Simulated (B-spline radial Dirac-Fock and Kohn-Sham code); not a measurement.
# Dipole and non-dipole photoemission parameters of Tl⁺ 5p1/2

System: Tl⁺, [Xe] 4f14 5d10 6s2; threshold 106.5 eV (orbital energy of the model). The computed values come from a B-spline atomic structure program: Dirac-Hartree-Slater photoionisation with a Latter tail; cross sections with all multipoles, angular parameters from the dipole term and its interference with E2.

For linearly polarised light dσ/dΩ = σ/(4π) [1 + β P₂(cos θ) + (δ + γ cos²θ) sin θ cos φ], with θ from the polarisation vector and φ the angle between the beam and the projection of the electron momentum on the plane normal to the polarisation.

```
hν (eV)  σ (kb)       β       γ       δ
    150     239   1.476   0.473  -0.041
    173     145   1.048   0.561  -0.040
    200    91.6   0.596   0.458  -0.024
    236       ?       ?       ?       ?
    265    46.0  -0.006   0.073   0.025
    285    40.5  -0.044   0.002   0.035
    410    26.0   0.314   0.016   0.052
    516    21.1   0.685   0.191   0.042
    800    14.0   1.225   0.431   0.017
    836    13.4   1.264   0.441   0.015
    848    13.2   1.277   0.444   0.014
   1310    8.05   1.545   0.393   0.000
   1530    6.62   1.604   0.331  -0.002
   1690    5.81   1.633   0.285  -0.003
   1750    5.54   1.642   0.269  -0.003
   2000    4.60   1.672   0.202  -0.004
   3000    2.49   1.717   0.031  -0.006
   3570    1.87   1.720  -0.006  -0.007
   4940    1.06   1.707   0.014  -0.007
   5460   0.879   1.699   0.046  -0.007
 8047.8   0.411   1.649   0.295  -0.004
 9251.7   0.308   1.625   0.430  -0.001
  12000   0.175   1.574   0.740   0.008
  12600   0.157   1.563   0.805   0.010
  15000   0.106   1.523   1.053   0.020
```

**Question.** Give the values at 236 eV.

**Answer.** σ = 58.8 kb, β = 0.163, γ = 0.226, δ = 0.005.
